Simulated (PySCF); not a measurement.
HO4Re, SMILES [O]=[Re](=[O])(=[O])[OH], multiplicity 1. Heavy atoms are numbered as in [Re:1](=[O:2])(=[O:3])(=[O:4])[OH:5]. Hydrogens are named by the atom that carries them.

Geometry: PBE0-D3(BJ)/def2-SVP. The geometry has at least one imaginary mode, so it is a saddle point at that level. The multiplicity is an assumed one; no other spin state was optimised. The isomer is the one that the SMILES or the coordinates give; other isomers of the formula were not compared. The def2 effective core potentials stand for the cores of Re; spin–orbit coupling is left out. The values are those of a single conformer.

All values below come from PBE/def2-TZVP in PySCF.

ESP charges are fitted to the potential on shells at 1.4 to 2.0 van der Waals radii. Atomic charges (e), one atom of each kind:

```json
[
 {"atom": "Re1", "Löwdin": "0.85", "ESP fit": "1.38"},
 {"atom": "O2", "Löwdin": "-0.26", "ESP fit": "-0.40"},
 {"atom": "O5 (OH)", "Löwdin": "-0.26", "ESP fit": "-0.68"},
 {"atom": "H on O5", "Löwdin": "0.19", "ESP fit": "0.50"}
]
```
